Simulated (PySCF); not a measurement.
C3H6FNSi, SMILES F[C@H]1C[SiH2]C=N1. The structure is a stationary point at PBE-D3(BJ)/def2-SVP. The structure was generated by enumeration; whether it is a known compound was not checked. Other conformers were not sampled.

Computed equilibrium geometry at PBE-D3(BJ)/def2-SVP (PySCF confirms it by a frequency run) as Cartesian coordinates in Å (one conformer of several):
```xyz
12

F     -1.7256    -1.5303    -0.0010
C     -0.7713    -0.6484    -0.4733
C     -0.9276     0.7305     0.1982
Si     0.8507     1.3936     0.2349
C      1.4770    -0.4069     0.0348
N      0.5470    -1.2409    -0.2748
H     -0.9146    -0.5696    -1.5781
H     -1.6864     1.3615    -0.3010
H     -1.2595     0.5559     1.2435
H      1.2046     2.2667    -0.9399
H      1.2733     2.0857     1.5006
H      2.5053    -0.8032     0.1598
```
Charge 0, spin multiplicity 1.
